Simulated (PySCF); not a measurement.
Compound: C₃H₉Ga.
Structure used (PBE0-D3(BJ)/def2-SVP), in Å, numbered top down from 1:
```
atom  x, y, z in Å
C1    -1.4769   -0.2139   -0.4801
C2    -0.7481    0.1355    0.8086
C3     0.6966   -0.3560    0.8272
Ga4    1.8977    0.4481   -0.5215
H5    -2.5223    0.1300   -0.4684
H6    -1.4864   -1.3032   -0.6486
H7    -0.9891    0.2524   -1.3540
H8    -1.3043   -0.2899    1.6633
H9    -0.7727    1.2298    0.9533
H10    0.7379   -1.4548    0.7153
H11    1.1700   -0.1548    1.8072
H12    3.2835   -0.2231   -0.8605
H13    1.5053    1.8008   -1.2345
```

Method used: TDDFT wB97X-D/def2-SVPD, vertical, gas phase, core orbitals frozen in the response (PySCF 2.14.0, density-fitted response routines). The wB97X-D/def2-SVPD calculation is non-relativistic and has no spin–orbit coupling, an omission that weighs most on gallium.

Ground-to-excited transition dipoles (e·a0, same axes as the geometry; the sign carries no meaning), for the states with f of 0.002 or more among the lowest 10:

| state | E (eV) | μx | μy | μz |
| --- | --- | --- | --- | --- |
| S3 | 7.283 | -0.072 | -0.166 | 0.284 |
| S5 | 7.742 | 0.213 | 0.118 | -0.147 |
| S6 | 7.889 | 0.696 | 0.427 | -0.688 |
| S7 | 7.963 | 0.652 | -0.727 | 0.118 |
| S8 | 8.159 | 0.127 | 0.210 | -0.151 |
| S9 | 8.221 | 0.367 | 0.149 | -0.224 |
| S10 | 8.331 | 0.346 | 0.022 | -0.229 |

(1) Work out the oscillator strengths.

(2) Which bond between heavy atoms lies closest to the direction of the S6 transition dipole?

(3) What angle do the transition dipoles of S5 and S9 make?

(4) How is the summed strength of these states shared among x, y and z?

(5) What peak molar absorption coefficient would the strongest computed level give as a lone Gaussian band 0.5 eV wide at half height?

Results:

(1) f = (2/3) ΔE |μ|² with ΔE in hartree (27.2114 eV).

```
state  |μ|² (au)  |μ| (D)      f
   S3      0.114     0.86  0.020
   S5      0.081     0.72  0.015
   S6      1.141     2.71  0.220
   S7      0.967     2.50  0.189
   S8      0.083     0.73  0.017
   S9      0.207     1.16  0.042
  S10      0.172     1.06  0.035
```

(2) C3–Ga4, at 3° from it; next C2–C3 at 61°.

(3) |cos θ| = |μa·μb| / (|μa| |μb|) = 0.99, so θ ≈ 6° (taken between 0 and 90°, since the signs are arbitrary).

(4) (2/3) Σ ΔE μα² gives 0.241 for x, 0.159 for y and 0.138 for z, 0.538 in all.

(5) ε(max) = 2.175×10⁸ f / FWHM, with the width in cm⁻¹. S6: 2.175×10⁸ × 0.2205 / 4033 ≈ 12000 L mol⁻¹ cm⁻¹.

The vertical ionisation energy (ΔSCF) is 9.62 eV, 1.29 eV above S10.

One conformer stands for the species.
